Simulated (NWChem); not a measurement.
Everything below was run with NWChem. System: H3BN, charge 0, spin multiplicity 2, at a geometry optimised with UB3LYP/def2-SVP. The structure started from a generated list of species. Its SCF solution wasn't tested for a lower state. Level: UMP2/6-31G* (spherical d), 2 core orbitals frozen.

Job file:

```
start mol
memory heap 200 mb stack 900 mb global 1100 mb
geometry units angstroms nocenter noautoz
  B      0.686454    -0.102372     0.000000
  N     -0.630134     0.097508     0.000000
  H      1.461679     0.840117     0.000000
  H      1.143972    -1.234408     0.000000
  H     -1.626986     0.223595     0.000000
  symmetry group Cs
end
basis spherical
  * library 6-31g*
end
scf
  uhf
  nopen 1
  maxiter 100
  thresh 1e-7
  semidirect memsize 60000000 filesize 0
  # guess.movecs holds the orbitals of an unrestricted PBE0 run
  vectors input guess.movecs output mol.movecs
end
mp2
  freeze core 2
end
task mp2 energy
```

NWChem printed:

```
             Northwest Computational Chemistry Package (NWChem) 7.3.0
             --------------------------------------------------------

                                NWChem Input Module
                                -------------------

 Scaling coordinates for geometry "geometry" by  1.889725989
 (inverse scale =  0.529177249)

 Turning off AUTOSYM since
 SYMMETRY directive was detected!

                             Geometry "geometry" -> ""
                             -------------------------

 Output coordinates in angstroms (scale by  1.889725989 to convert to a.u.)

  No.       Tag          Charge          X              Y              Z
 ---- ---------------- ---------- -------------- -------------- --------------
    1 B                    5.0000     0.68645400    -0.10237200     0.00000000
    2 N                    7.0000    -0.63013400     0.09750800     0.00000000
    3 H                    1.0000     1.46167900     0.84011700     0.00000000
    4 H                    1.0000     1.14397200    -1.23440800     0.00000000
    5 H                    1.0000    -1.62698600     0.22359500     0.00000000

 Effective nuclear repulsion energy (a.u.)      26.9901232741

            Nuclear Dipole moment (a.u.)
            ----------------------------
        X                 Y               Z
 ---------------- ---------------- ----------------
    -0.0000056692    -0.0000000000     0.0000000000

      Symmetry information
      --------------------

 Group name             Cs
 Group number              2
 Group order               2
 No. of unique centers     5

      Symmetry unique atoms

     1    2    3    4    5


 Summary of "ao basis" -> "" (spherical)
 ------------------------------------------------------------------------------
       Tag                 Description            Shells   Functions and Types
 ---------------- ------------------------------  ------  ---------------------
 *                           6-31g*                   on all atoms

 Summary of "ao basis" -> "ao basis" (spherical)
 ------------------------------------------------------------------------------
[...]
  AO/Fock/Back tols     =   1.0D-09  1.0D-09  1.0D-09

 GA uses MA = F    GA memory limited = T

 Available:
  local mem=  1.26D+08
 global mem=  1.44D+08
 local disk=  0.00D+00
  mp2_memr nvloc                    26
  nvloc new                    26
   1 passes of   6:        2097152                       6336                    317618.
   1 passes of   6: M    126154738           G      144176888           F     124057586.

 Semi-direct pass number   1 of   1  for UHF alpha       at        0.3s
  vrange nnbf                   595
  mp2_eaftype                    10  avail_ma_in_mb                  1099
 EAF : mp2_eaftype filesize          10     158809.
  mp2_eaf for mointskh                     10
Node 0 wrote      0.7 Mb in      0.0 s     Agg I/O rate:  1227.5 Mb/s
 Done moints_semi at        0.5s
  mp2_eaftype                    10  avail_ma_in_mb                  1089
 EAF : mp2_eaftype filesize          10     158809.
  mp2_eaf for kh                    10
 Done maket at        0.5s
 Done multipass loop at        0.5s

 GA uses MA = F    GA memory limited = T

 Available:
  local mem=  1.26D+08
 global mem=  1.44D+08
 local disk=  0.00D+00
  mp2_memr nvloc                    27
  nvloc new                    27
   1 passes of   5:        2097152                       5800                    275135.
   1 passes of   5: M    126154738           G      144176888           F     124057586.

 Semi-direct pass number   1 of   1  for UHF beta        at        0.5s
  vrange nnbf                   595
  mp2_eaftype                    10  avail_ma_in_mb                  1099
 EAF : mp2_eaftype filesize          10     137567.
  mp2_eaf for mointskh                     10
Node 0 wrote      0.6 Mb in      0.0 s     Agg I/O rate:   929.3 Mb/s
 Done moints_semi at        0.7s
  mp2_eaftype                    10  avail_ma_in_mb                  1089
 EAF : mp2_eaftype filesize          10     137567.
  mp2_eaf for kh                    10
 Done maket at        0.7s
 Done multipass loop at        0.7s

          -------------------------------------------
          SCF energy                 -80.837102026841
          Correlation energy          -0.208294058162
          Singlet pairs                0.000000000000
          Triplet pairs                0.000000000000
          Total MP2 energy           -81.045396085002
          -------------------------------------------

          ---------------------------------------------------
                    Spin Component Scaled (SCS) MP2
          Same spin pairs                     -0.047619485542
          Same spin scaling factor             0.333333333333
          Opposite spin pairs                 -0.160674572620
          Opposite spin scaling fact.          1.200000000000
          SCS-MP2 correlation energy          -0.208682648991
          Total SCS-MP2 energy               -81.045784675832
          ---------------------------------------------------

 -----------------------
 Performance information
 -----------------------

 Timer overhead =  1.92D-07 seconds/call

               Nr. of calls         CPU time (s)                 Wall time (s)                GFlops
             ---------------    -------------------     ------------------------------   -------------------
Name         Min   Avg   Max    Min     Avg     Max     Min     Avg     Max   Mx/calls   Min     Max     Sum
mp2: moin     2     2     2   0.36    0.36    0.36     0.36    0.36    0.36    0.18      0.0     0.0     0.0
mp2: make     2     2     2   2.43E-2 2.43E-2 2.43E-2  2.43E-2 2.43E-2 2.43E-2 1.21E-2   0.0     0.0     0.0
mp2: tota     1     1     1   0.42    0.42    0.42     0.42    0.42    0.42    0.42      0.0     0.0     0.0

 The average no. of pstat calls per process was 5.00D+00
 with a timing overhead of 9.61D-07s

 Task  times  cpu:        0.7s     wall:        0.7s

 Total times  cpu:        0.7s     wall:        0.7s
```
